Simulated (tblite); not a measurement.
Record of a relaxation.

Compound: C2H9BO2SSi.
Atom-mapped SMILES: `[CH3:1][O:2][B:3]([O:4][CH3:5])[S:6][SiH3:7]` (hydrogens: H8, H9, H10 on C1; H11, H12, H13 on C5; H14, H15, H16 on Si7)

Computed with GFN2-xTB (tblite), gas phase: L-BFGS steps from a force-field or distance-geometry start until the largest atomic force falls under 0.01 eV/Å. 8 of its 130 geometries are shown.

Step 0: E = -633.2016 eV, largest atomic force 3.548 eV/Å
```
atom  x, y, z in Å  |  force x, y, z in eV/Å
C1     -1.078   -2.039    0.422   -0.535   0.385   0.501
O2     -0.739   -1.083   -0.561    1.488   1.917   1.747
B3     -0.425    0.121    0.218   -2.050  -0.200  -1.581
O4     -1.600    0.784    0.830    2.771  -2.054  -0.833
C5     -1.696    2.036    0.237    0.191   0.694  -0.491
S6      1.154    1.055   -0.153   -0.750  -0.344   0.338
Si7     2.897   -0.113    0.247    0.804  -0.283   0.219
H8     -1.167   -3.002   -0.081   -0.037   0.044   0.234
H9     -0.253   -2.006    1.173   -0.772  -0.688  -0.153
H10    -2.046   -1.682    0.875    0.759  -0.758  -0.077
H11    -1.904    2.758    1.028   -0.149   0.183  -0.307
H12    -2.474    1.972   -0.546    0.129   0.359   0.386
H13    -0.720    2.236   -0.264   -0.962   0.736   0.253
H14     3.783    0.680    1.125   -0.391  -0.002  -0.161
H15     2.606   -1.353    0.957   -0.194   0.000  -0.090
H16     3.655   -0.354   -0.984   -0.299   0.011   0.014
```

Step 18: E = -635.1210 eV, largest atomic force 0.339 eV/Å
```
atom  x, y, z in Å  |  force x, y, z in eV/Å
C1     -1.007   -2.111    0.556   -0.063  -0.156   0.076
O2     -0.070   -1.161    0.104   -0.164   0.154   0.043
B3     -0.276    0.171    0.051    0.234   0.243  -0.034
O4     -1.465    0.759    0.309    0.147   0.084  -0.279
C5     -1.748    2.147    0.186    0.059  -0.160   0.080
S6      1.235    1.132   -0.373   -0.099  -0.077   0.089
Si7     2.871   -0.150    0.205   -0.167   0.000  -0.049
H8     -1.125   -2.893   -0.194    0.008   0.076  -0.188
H9     -0.590   -2.576    1.449   -0.059  -0.003   0.194
H10    -1.979   -1.667    0.778    0.107   0.060  -0.016
H11    -1.957    2.520    1.193   -0.055   0.064  -0.132
H12    -2.627    2.263   -0.457    0.092  -0.075   0.154
H13    -0.915    2.717   -0.249   -0.059  -0.271   0.114
H14     3.650    0.681    1.116    0.027   0.023  -0.050
H15     2.438   -1.359    0.888   -0.052   0.032  -0.005
H16     3.559   -0.465   -1.038    0.044   0.006   0.003
```

Step 37: E = -635.1720 eV, largest atomic force 0.126 eV/Å
```
atom  x, y, z in Å  |  force x, y, z in eV/Å
C1     -1.021   -2.071    0.564    0.015   0.045  -0.008
O2     -0.004   -1.157    0.210    0.011   0.125   0.012
B3     -0.212    0.174    0.095   -0.031  -0.015  -0.042
O4     -1.446    0.698    0.242    0.062   0.007   0.026
C5     -1.747    2.074    0.178   -0.019   0.020  -0.044
S6      1.251    1.189   -0.271    0.011  -0.001   0.014
Si7     2.873   -0.141    0.193   -0.008   0.003  -0.013
H8     -1.137   -2.790   -0.246   -0.005  -0.065  -0.056
H9     -0.712   -2.587    1.473    0.020  -0.062   0.049
H10    -1.959   -1.551    0.736   -0.106   0.017   0.009
H11    -1.972    2.436    1.184   -0.004  -0.020  -0.006
H12    -2.623    2.195   -0.460   -0.033   0.004  -0.001
H13    -0.912    2.645   -0.234   -0.013  -0.023   0.025
H14     3.716    0.698    1.035    0.049  -0.028  -0.012
H15     2.386   -1.314    0.893    0.059  -0.011   0.057
H16     3.512   -0.488   -1.070   -0.008   0.005  -0.010
```

Step 55: E = -635.1993 eV, largest atomic force 0.131 eV/Å
```
atom  x, y, z in Å  |  force x, y, z in eV/Å
C1     -1.059   -2.029    0.536    0.051   0.046  -0.016
O2      0.024   -1.139    0.344    0.090   0.091  -0.028
B3     -0.164    0.197    0.197   -0.003  -0.038   0.013
O4     -1.420    0.684    0.193    0.022   0.010   0.003
C5     -1.809    2.035    0.137    0.025   0.020   0.005
S6      1.326    1.228    0.033   -0.069   0.033   0.036
Si7     2.957   -0.161    0.208   -0.095   0.035   0.012
H8     -1.135   -2.684   -0.331    0.017  -0.037  -0.042
H9     -0.861   -2.620    1.429    0.043  -0.047   0.038
H10    -1.984   -1.471    0.658   -0.100  -0.020   0.008
H11    -2.081    2.363    1.142   -0.026   0.022   0.035
H12    -2.683    2.100   -0.515    0.051   0.022  -0.008
H13    -1.005    2.672   -0.236    0.006  -0.041  -0.041
H14     4.002    0.669    0.795   -0.016  -0.002  -0.020
H15     2.584   -1.260    1.080    0.018  -0.028   0.007
H16     3.301   -0.575   -1.146   -0.014  -0.067  -0.004
```

Step 74: E = -635.2806 eV, largest atomic force 0.186 eV/Å
```
atom  x, y, z in Å  |  force x, y, z in eV/Å
C1     -0.892   -2.054    0.450   -0.033  -0.011  -0.014
O2      0.097   -1.045    0.485    0.035  -0.021  -0.007
B3     -0.181    0.279    0.395    0.055   0.001  -0.029
O4     -1.441    0.720    0.224   -0.001   0.042   0.022
C5     -1.783    2.083    0.092   -0.015   0.014   0.001
S6      1.287    1.332    0.484    0.008   0.014  -0.041
Si7     2.749   -0.230    0.256   -0.091   0.094   0.132
H8     -0.814   -2.597   -0.494    0.006   0.014  -0.029
H9     -0.706   -2.744    1.276   -0.001   0.036   0.016
H10    -1.887   -1.615    0.539    0.021  -0.045   0.008
H11    -2.126    2.467    1.054   -0.009  -0.014   0.023
H12    -2.587    2.152   -0.638   -0.052  -0.009  -0.026
H13    -0.927    2.673   -0.241    0.013  -0.005   0.018
H14     3.950    0.585    0.283    0.134   0.022  -0.033
H15     2.707   -1.133    1.393   -0.034  -0.054   0.007
H16     2.548   -0.866   -1.034   -0.037  -0.078  -0.048
```

Step 92: E = -635.3024 eV, largest atomic force 0.103 eV/Å
```
atom  x, y, z in Å  |  force x, y, z in eV/Å
C1     -0.803   -2.025    0.414   -0.021  -0.003   0.007
O2      0.142   -0.976    0.429    0.058  -0.007  -0.026
B3     -0.151    0.346    0.332   -0.079  -0.002   0.021
O4     -1.427    0.762    0.249   -0.018   0.028  -0.030
C5     -1.836    2.107    0.133   -0.014   0.007   0.013
S6      1.331    1.376    0.319    0.056  -0.005  -0.036
Si7     2.697   -0.296    0.283   -0.102   0.000  -0.014
H8     -0.707   -2.566   -0.528   -0.013  -0.031  -0.031
H9     -0.575   -2.695    1.243   -0.002  -0.020   0.022
H10    -1.818   -1.640    0.513    0.019   0.039   0.003
H11    -2.221    2.446    1.097    0.023   0.002   0.005
H12    -2.635    2.153   -0.609    0.021  -0.025  -0.007
H13    -1.006    2.748   -0.173    0.002  -0.012   0.024
H14     3.975    0.393    0.226    0.051   0.058  -0.012
H15     2.565   -1.048    1.519    0.007  -0.036   0.037
H16     2.461   -1.076   -0.925    0.010   0.008   0.024
```

Step 111: E = -635.3073 eV, largest atomic force 0.025 eV/Å
```
atom  x, y, z in Å  |  force x, y, z in eV/Å
C1     -0.813   -2.019    0.410   -0.007  -0.010  -0.006
O2      0.149   -0.986    0.355    0.003  -0.015  -0.004
B3     -0.148    0.337    0.266   -0.003  -0.002   0.006
O4     -1.426    0.754    0.223    0.003  -0.009  -0.002
C5     -1.835    2.101    0.155   -0.011  -0.005   0.000
S6      1.332    1.369    0.216   -0.006   0.000  -0.001
Si7     2.704   -0.292    0.290    0.000  -0.012   0.010
H8     -0.761   -2.600   -0.513    0.002   0.005   0.010
H9     -0.573   -2.661    1.259    0.008  -0.009   0.000
H10    -1.814   -1.605    0.528   -0.007   0.007  -0.005
H11    -2.222    2.399    1.132    0.005   0.023   0.007
H12    -2.631    2.171   -0.587    0.003   0.007  -0.014
H13    -1.004    2.753   -0.122   -0.004  -0.003   0.014
H14     3.971    0.426    0.265    0.004  -0.007  -0.018
H15     2.542   -1.020    1.541   -0.007   0.016   0.000
H16     2.522   -1.118   -0.895    0.017   0.012   0.004
```

Step 129: E = -635.3083 eV, largest atomic force 0.009 eV/Å
```
atom  x, y, z in Å  |  force x, y, z in eV/Å
C1     -0.817   -2.027    0.406    0.001  -0.003   0.001
O2      0.143   -0.993    0.339   -0.006  -0.003   0.004
B3     -0.155    0.330    0.253   -0.001   0.001  -0.002
O4     -1.431    0.753    0.227    0.005  -0.004   0.000
C5     -1.830    2.104    0.165    0.001   0.000   0.001
S6      1.324    1.365    0.182   -0.006   0.002  -0.002
Si7     2.705   -0.286    0.292    0.000  -0.007   0.002
H8     -0.769   -2.613   -0.514   -0.003   0.005   0.001
H9     -0.570   -2.666    1.256    0.004   0.000   0.001
H10    -1.819   -1.615    0.529    0.002   0.006  -0.005
H11    -2.229    2.398    1.138   -0.008   0.005   0.001
H12    -2.611    2.190   -0.592    0.000  -0.006  -0.001
H13    -0.989    2.751   -0.092    0.005   0.004   0.003
H14     3.972    0.433    0.250   -0.003   0.000  -0.001
H15     2.530   -0.977    1.561    0.006   0.000  -0.004
H16     2.539   -1.137   -0.877    0.002   0.000   0.003
```

Question: Summarise the path.

Answer: The energy falls by 203.26 kJ/mol from step 0 to step 129; nine tenths of that is first reached at step 17. It falls at every step. The largest force goes from 3.548 to 0.009 eV/Å. Among the bonds B3–O4 changes most, from 1.481 to 1.345 Å; the atoms move by 0.691 Å rms after alignment.

The cost below is that of the whole relaxation. Time: 1.7 s. Hardware: AMD EPYC 7R43, one thread, no GPU, shared host.
